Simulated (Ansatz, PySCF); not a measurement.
C₃H₉FSi₂, SMILES [C@H]1(C[C@@]1([SiH3])F)[SiH3].

Geometry: r2SCAN-D4/def2-SVP. The structure was generated by enumeration; whether it is a known compound was not checked.

Vertical ionisation energy (IE) and electron affinity (EA) in eV. Rows of orbital energies are one-electron estimates. Where ΔSCF, EOM or ADC give a negative EA the extra electron is unbound and the value depends on the basis.

```
level                                                                             IE          EA
------------------------------------------------------------------------  ----------  ----------
−ε(HOMO), −ε(LUMO), ωB97X/def2-TZVP (PySCF)                               (withheld)  (withheld)
−ε(HOMO), −ε(LUMO), PBE/def2-TZVP (PySCF)                                       6.78        0.46
ΔSCF, CAM-B3LYP/def2-SVPD (Ansatz), final states of multiplicity 2 and 2       10.22       -1.62
ΔSCF, PBE/def2-SVPD (Ansatz), final states of multiplicity 2 and 2              9.67       -1.28
```

Q: Fill in the missing entries. (Estimate from the structure and the level; the computed values follow.)

A: 
- −ε(HOMO), −ε(LUMO), ωB97X/def2-TZVP (PySCF), IE: 10.47
- −ε(HOMO), −ε(LUMO), ωB97X/def2-TZVP (PySCF), EA: -2.33

Q: What vertical singlet–triplet gap does ΔSCF give with CAM-B3LYP/def2-SVPD (Ansatz, an electronic-structure program) and with PBE/def2-SVPD (Ansatz)? (The exact figures need the calculation; the answer reports its results.)

A: 7.47 and 6.53 eV (triplet above singlet where positive).
